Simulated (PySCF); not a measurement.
# Telling isomers of C$_{6}$H$_{6}$B$_{2}$F$_{2}$ apart by NMR

Computational details: spin–spin couplings from B3LYP/pcJ-1 (spin–dipole term left out of most H,H and C,H couplings), σ from GIAO-PBE0/pcSseg-1, PBE0-D3(BJ)/def2-SVP geometry, in PySCF 2.14 (non-relativistic, gas phase, one computed conformer, one averaged value for each set of equivalent atoms).

δ = σ(ref) − σ, references computed at the same level: TMS for ¹H (31.27 ppm) and ¹³C (184.41 ppm). Multiplet labels drop J under 1 Hz and among equivalent protons, and merge close values. Unscaled 3J(H,H) run several per cent high. Couplings to H on boron are left out. Carbons bonded to boron are broad in practice. Shifts are as computed. Against solution values, carbons near 30 ppm lie about +2 ppm off and those near 130 ppm about +5 ppm. Of 1313 compounds with measured shifts, 239 miss one by over three times the rms of a fit or turn the order of signals round; such compounds aren't used in these exercises.

(1) Tabulate the signals of `Bc1ccccc1B(F)F`, `Bc1cccc(B(F)F)c1` and their relative energies.

(2) What is the quickest way to tell Bc1ccccc1B(F)F from Bc1cccc(B(F)F)c1?

## Answers

(1) 
| SMILES | carbon types | δC | δH | E rel. (kcal/mol) |
| --- | --- | --- | --- | --- |
| Bc1ccccc1B(F)F | 2×C 4×CH | 169.0, 141.1, 140.5, 131.1, 127.9, 122.4 | 8.00 (d, 1H), 7.71 (t, 1H), 7.42 (tt, 1H), 7.40 (br, 2H), 7.31 (dt, 1H) | 6.5 |
| Bc1cccc(B(F)F)c1 | 2×C 4×CH | 160.2, 156.0, 150.0, 146.2, 133.1, 127.6 | 8.81 (t, 1H), 8.38 (dt, 1H), 8.34 (dt, 1H), 7.75 (t, 1H), 7.35 (br, 2H) | 0.0 |

Energies are electronic energies at PBE0/pcSseg-1 on these geometries, without zero-point or thermal terms, each for the one conformer computed, which needn't be the lowest.

(2) Both give the same number of carbon signals, with the same numbers of each carbon type, so the positions decide. The first has a substituted aromatic carbon (C) at 169.0 ppm, the second a substituted aromatic carbon (C) at 146.2 ppm. Their most deshielded carbons lie at 169.0 and 160.2 ppm. In the proton spectra the most deshielded non-exchanging signals are 8.00 (d, J = 8.4 Hz, 1H) and 8.81 (t, J = 1.1 Hz, 1H).
